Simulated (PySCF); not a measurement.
SMILES [SiH2][GeH3] (H₅GeSi), doublet (PBE0/def2-SVP optimised geometry):

```
7

Si    -0.494    -0.704     0.000
Ge    -1.445    -2.059     1.703
H      1.002    -0.704     0.000
H     -1.002     0.704     0.000
H     -2.978    -2.067     1.560
H     -0.928    -3.502     1.560
H     -1.089    -1.551     3.117
```

Level of theory: unrestricted PBE0/def2-TZVP (PySCF).

Q: What are the frontier orbital energies (α orbitals alone; a β orbital can be the lowest empty one) and the dipole moment?

A: HOMO-2 -9.52 eV, HOMO-1 -8.65 eV, HOMO -6.25 eV, LUMO 0.22 eV, LUMO+1 0.36 eV; dipole moment 0.03 D.

On the same geometry unrestricted PBE/def2-TZVP in PySCF 2.14.0 gives HOMO-2 -8.23 eV, HOMO-1 -7.51 eV, HOMO -5.20 eV, LUMO -0.63 eV, LUMO+1 -0.47 eV; dipole moment 0.07 D.

Meta-Löwdin charges at PBE0/def2-TZVP: Si1 0.11, Ge2 0.12, H3 -0.06, H4 -0.06, H5 -0.04, H6 -0.04, H7 -0.04.
